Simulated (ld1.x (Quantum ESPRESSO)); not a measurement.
# What one change does to a pseudopotential (Co, TM)

```json
{"Element": "cobalt", "Generator": "ld1.x (Quantum ESPRESSO) 7.5", "Type": "norm-conserving Troullier–Martins (Kleinman–Bylander form)", "Functional": "LDA (PZ)", "Relativity": "scalar-relativistic", "Frozen core": "[Ar]", "Valence charge": "9", "Reference configuration": "3d7 4s0 4p0 (charge +2)", "Partial waves": "4s (bound, empty): rc 1.95 bohr; 4p (bound, empty): rc 2.20 bohr; 3d (bound): rc 1.00 bohr", "Local potential": "all-electron potential smoothed inside 0.80 bohr (lloc = -1)", "Core correction": "none"}
```

Change: local potential all-electron potential smoothed inside 1.76 bohr (lloc = -1).

Cutoffs: the cutoffs (Ry, on a coarse ladder) from which the occupation-weighted sum of valence levels, in a spherical-Bessel basis at the reference potential, stays within 10 and 1 mRy of its value at 400 Ry; they do not see the model core or the augmentation charge, which bear on the density cutoff. Errors are all-electron minus pseudo energies relative to the spin-unpolarised reference configuration.

**Question.** What does the change do?

**Answer.** The potential gets neither clearly harder nor softer (200 Ry and 300 Ry → 200 Ry and 300 Ry); the bound ghost in p, s disappears; of the 9 tests that both files solve, the error grows in 5 and shrinks in 0 by more than 15 % and 0.3 meV (median size 142.2 → 211.7 meV); the range in which the s phases agree narrows (upper end 1.0 → -0.6); the range in which the p phases agree narrows (upper end 2.9 → 0.8). In the separable form a ghost depends on how the local part lies against the semilocal potential of the channel, so the choice of the local part can create or remove one. The local part now departs from the all-electron potential out to 1.76 bohr, far beyond the d radius of 1.00 bohr, and whatever the projectors do not describe feels it: the likely cause.

| quantity | base | changed |
| --- | --- | --- |
| cutoff, loose | 200 Ry | 200 Ry |
| cutoff, tight | 300 Ry | 300 Ry |
| bound ghosts | s, p | none |
| error for 3d7 4s2 4p0, meV [ΔE -26.38 eV] | +40 | +51 |
| error for 3d7 4s1 4p0, meV [ΔE -17.08 eV] | +17 | +20 |
| error for 3d6 4s0 4p0, meV [ΔE 36.19 eV] | -142 | -212 |
| error for 3d5 4s0 4p0, meV [ΔE 91.84 eV] | -835 | -1149 |
| error for 3d8 4s1 4p0, meV [ΔE -27.62 eV] | +64 | +57 |
| error for 3d6 4s2 4p0, meV [ΔE -10.92 eV] | -317 | -347 |
| error for 3d7 4s1 4p1, meV [ΔE -21.95 eV] | +25 | +33 |
| error for 3d7 4s0 4p0 (spin-polarised), meV [ΔE -2.07 eV] | +1995 | +1976 |
| error for 3d7 4s2 4p0 (spin-polarised), meV [ΔE -28.36 eV] | +2074 | +2068 |
| s: phases at 2.39 bohr within 0.05 rad from the reference energy up to (Ry; the scan ends near 5) | 1.0 | -0.6 |
| p: phases at 2.39 bohr within 0.05 rad from the reference energy up to (Ry; the scan ends near 5) | 2.9 | 0.8 |
| d: phases at 2.39 bohr within 0.05 rad from the reference energy up to (Ry; the scan ends near 5) | to the end of the scan | 0.0 |

Base: These tests converged, but a pseudo level misses the all-electron one widely, so the file describes the atom poorly there or has found another state: 3d6 4s0 4p0: empty 4p by 3.7 eV (a node warning on the way); 3d5 4s0 4p0: empty 4s by 7.9 eV (a node warning on the way). Changed file: These tests converged, but a pseudo level misses the all-electron one widely, so the file describes the atom poorly there or has found another state: 3d5 4s0 4p0: empty 4s by 5.2 eV (a node warning on the way). A true bound ghost makes a file unfit for plane-wave use even where its test errors are small: the radial tests pick states by their node count and pass the ghost by.
